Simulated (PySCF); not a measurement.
# How exact exchange moves a shielding

Molecule: SMILES CCBNC, C3H10BN.

Atoms are numbered as in `[CH3:1][CH2:2][BH:3][NH:4][CH3:5]` (H(Xn): hydrogen on atom n).

GIAO shieldings (ppm, equivalent atoms averaged) in PySCF on the PBE0-D3(BJ)/def2-SVP geometry, basis pcSseg-1, gas phase, non-relativistic:

```csv
functional,exact exchange (%),σ(C5),σ(B3),σ(N4)
BLYP,0,136.4,51.4,126.4
BP86,0,141.0,54.8,131.3
PBE,0,141.6,54.2,130.3
B3LYP,20,141.4,54.5,134.6
PBE0,25,147.2,58.0,140.2
mPW1PW91,25,146.2,58.1,139.9
HF,100,157.0,69.4,163.8
```

Q: Fit each shielding as a line in the percentage of exact exchange.

A: σ(C5) = 140.2 + 0.17 x (rms 2.1 ppm); σ(B3) = 53.3 + 0.16 x (rms 1.3 ppm); σ(N4) = 129.7 + 0.35 x (rms 1.9 ppm). The functionals also differ in their semilocal parts, which the line can't hold; Hartree–Fock has no correlation at all.

Q: What does the line predict for BHandHLYP (50 %), and what does the run give?

A: σ(C5): 148.7 predicted, 147.7 computed; σ(B3): 61.3 predicted, 59.3 computed; σ(N4): 147.2 predicted, 145.9 computed ppm.
